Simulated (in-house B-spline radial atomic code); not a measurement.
The numbers below are computed, except where a source is named.
# C6 from the polarisability at imaginary frequency: Se⁴⁺

wB97X linear response of the closed shell [Ar] 3d10 4s2, from an all-electron radial atomic-structure program (B-spline basis); scalar-relativistic (spin-free one-electron X2C), finite nucleus, no spin-orbit coupling; shells from n = 2 respond.

The dispersion coefficient of two like species is C6 = (3/π) ∫ α(iu)² du from 0 to ∞.

```csv
u (hartree),α(iu) (bohr³)
0,4.805
0.335,3.8
0.783,2.093
1.34,1.163
2.24,0.65
3.35,0.4194
5.03,0.2677
7.83,0.1571
11.2,0.0972
16.8,0.0533
28,0.02328
55.9,0.007014
```

**Question.** Fit one oscillator, α(iu) = α(0)/(1 + u²/ω²), through u = 1.34 and estimate C6.

**Answer.** From α(0)/α(iu) − 1 = 4.805/1.163 − 1 = 3.1316, ω = u/√3.1316 = 0.7572 hartree (20.6 eV). London's formula gives C6 = (3/4) α(0)² ω = 0.75 × 4.805² × 0.7572 = 13.11 hartree·bohr⁶, and the oscillator holds f = α(0) ω² = 2.76 electrons, of a sum of oscillator strengths of 28.6.

**Question.** How does that compare with the full integral?

**Answer.** The program's quadrature over all excitations gives C6 = 12.59, so the single oscillator is off by +4.1 %. At the last point the fit gives α = 0.000882 against 0.00701: higher excitations, and deeper shells where there are any, keep the true curve higher at large u.
